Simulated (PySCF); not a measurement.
# Exercise with solution: dipole moment from atomic charges

(E)-1-bromo-1-chloroprop-1-ene (C3H4BrCl), SMILES C/C=C(\Cl)Br. Atoms are numbered in the order given.

```xyz
9

C     -1.0944    -2.7007     0.0000
C     -1.1259    -1.2051     0.0000
C     -0.0571    -0.3963     0.0000
Cl     1.5841    -0.9658     0.0000
Br    -0.2245     1.4920     0.0000
H     -1.6188    -3.0955    -0.8866
H     -0.0652    -3.0827     0.0000
H     -1.6188    -3.0955     0.8866
H     -2.1032    -0.7134     0.0000
```
Charge 0, spin multiplicity 1.

Geometry: TPSSh-D3(BJ)/def2-SVP.

Charges (e) from B3LYP/def2-TZVP run with PySCF:

| atom | IAO | Mulliken |
|---|---|---|
| C1 | -0.411 | -0.300 |
| C2 | -0.144 | -0.130 |
| C3 | -0.109 | 0.035 |
| Cl4 | 0.001 | -0.071 |
| Br5 | 0.036 | -0.039 |
| H6 | 0.154 | 0.123 |
| H7 | 0.154 | 0.125 |
| H8 | 0.154 | 0.123 |
| H9 | 0.164 | 0.136 |

The dipole moment of the full density is 1.89 D.

Problem. What dipole moment does each set of point charges give, and which comes closer to that of the density?

Solution. 
μ = Σ q r, and 1 e Å = 4.8032 D.
IAO: Σ q r = (-0.242, -0.166, 0.000) e Å, |μ| = 1.41 D.
Mulliken: Σ q r = (-0.323, -0.280, 0.000) e Å, |μ| = 2.06 D.
Mulliken comes closer in size. Point charges leave out the atoms' own dipoles (lone pairs, polarised bonds); fits to the potential absorb them, partitions of the density don't.
